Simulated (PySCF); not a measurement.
SMILES CC(C)[SiH2]Cl, GFN2-xTB optimised geometry.

```
14

C      1.37    -0.48     0.00
C     -0.15    -0.48     0.00
C     -0.68     0.95     0.00
Si    -0.84    -1.49    -1.47
Cl    -2.86    -1.52    -1.36
H      1.76    -1.50     0.04
H      1.76    -0.01    -0.90
H      1.76     0.06     0.86
H     -0.48    -0.95     0.93
H     -1.76     0.97     0.03
H     -0.30     1.50     0.87
H     -0.35     1.48    -0.90
H     -0.37    -2.87    -1.40
H     -0.47    -0.87    -2.74
```

Density from PySCF with CAM-B3LYP/def2-TZVP at that geometry.

Minimum of the electron density along straight lines between bonded atoms, close to the bond critical point (lines longer than 1.1 times the sum of covalent radii, or with two minima, are not listed):

```csv
bond,length / Å,ρ at the minimum / e bohr⁻³,∇²ρ there / e bohr⁻⁵,position (fraction from the first atom)
C1–C2,1.528,0.244,-0.60,0.50
C2–C3,1.529,0.244,-0.59,0.50
C2–Si4,1.910,0.122,0.10,0.61
Si4–Cl5,2.018,0.104,0.27,0.37
C1–H6,1.087,0.281,-0.97,0.64
C1–H7,1.088,0.280,-0.97,0.64
C1–H8,1.089,0.279,-0.96,0.64
C2–H9,1.097,0.275,-0.93,0.64
C3–H10,1.088,0.281,-0.97,0.64
C3–H11,1.089,0.279,-0.96,0.64
C3–H12,1.088,0.280,-0.96,0.64
Si4–H13,1.462,0.128,0.16,0.49
Si4–H14,1.462,0.128,0.16,0.49
```
